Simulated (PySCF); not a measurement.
A species of formula C3H11PSi2 has this rotational fingerprint, computed with PySCF 2.14.0, PBE0-D3(BJ)/def2-SVP geometry optimisation, gas phase:

```
Rotational constants : A = 2263, B = 1219, C = 1041 MHz
Dipole components    : |μa| = 0.74 D, |μb| = 0.50 D, |μc| = 0.40 D
Inertial defect      : -152.28 u·Å²
κ                    : -0.71
```

Task: Which candidate fits, each taken in the one conformer that was computed?
A. `[PH2:1][SiH2:2][SiH2:3][CH:4]1[CH2:5][CH2:6]1` with H–P1–Si2–Si3 67° and 161°, P1–Si2–Si3–C4 164°, Si2–Si3–C4–C5 29°
B. `[SiH3:1][PH:2][SiH2:3][CH:4]1[CH2:5][CH2:6]1` with Si1–P2–Si3–C4 -173°, P2–Si3–C4–C5 -30°
C. `[CH2:1]=[C:2]([CH3:3])[SiH2:4][PH:5][SiH3:6]` with C1–C2–Si4–P5 118°, C2–Si4–P5–Si6 -58°
D. `[CH3:1][Si:2]1([PH2:3])[CH2:4][SiH2:5][CH2:6]1` with C1–Si2–P3–H 171° and 77°

Result: C. It is C=C(C)[SiH2]P[SiH3], an asymmetric top, point group C1. The candidates at the same level (rigid rotor, commonest isotopes):

```tsv
SMILES	A (MHz)	B (MHz)	C (MHz)	μa (D)	μb (D)	μc (D)	Δ (u·Å²)	point group	rotor
C[Si]1(P)C[SiH2]C1	2635	1232	1071	0.39	0.82	0.58	-130.28	–	asymmetric top
P[SiH2][SiH2]C1CC1	4374	764.8	707.0	1.22	0.41	0.67	-61.54	C1	near-prolate asymmetric top
[SiH3]P[SiH2]C1CC1	4460	857.0	783.1	0.91	0.42	0.53	-57.68	C1	near-prolate asymmetric top
C=C(C)[SiH2]P[SiH3]	2263	1219	1041	0.74	0.50	0.40	-152.28	C1	asymmetric top
```

`P[SiH2][SiH2]C1CC1` has A 93 % too high; `C[Si]1(P)C[SiH2]C1` has A 16 % too high; `[SiH3]P[SiH2]C1CC1` has A 97 % too high. No structure here is proved a minimum.
